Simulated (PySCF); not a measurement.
A calculated (PBE0, PySCF 2.14, cc-pVDZ-DK, the spin-free X2C one-electron Hamiltonian (Gaussian nucleus)) atom or ion has these occupied shells.

| shell | electrons | orbital energy (eV) | rms radius, mean of both spins (bohr) |
| --- | --- | --- | --- |
| 1s α | 1 | -4911.4 | 0.0804 |
| 1s β | 1 | -4911.3 | 0.0804 |
| 2s α | 1 | -557.91 | 0.352 |
| 2s β | 1 | -557.24 | 0.352 |
| 2p α | 3 | -462.34 | 0.321 |
| 2p β | 3 | -461.77 | 0.321 |
| 3s α | 1 | -75.309 | 1.08 |
| 3s β | 1 | -73.043 | 1.08 |
| 3p α | 3 | -49.995 | 1.18 |
| 3p β | 3 | -47.576 | 1.18 |
| 3d α | 2 | -14.395 | 1.67 |
| 4s α | 1 | -11.491 | 3.38 |

(1) Name the element and its charge.

Results:

(1) Ti⁺ (titanium, charge +1), in [Ar] 3d2 4s1, high-spin 4F determinant.
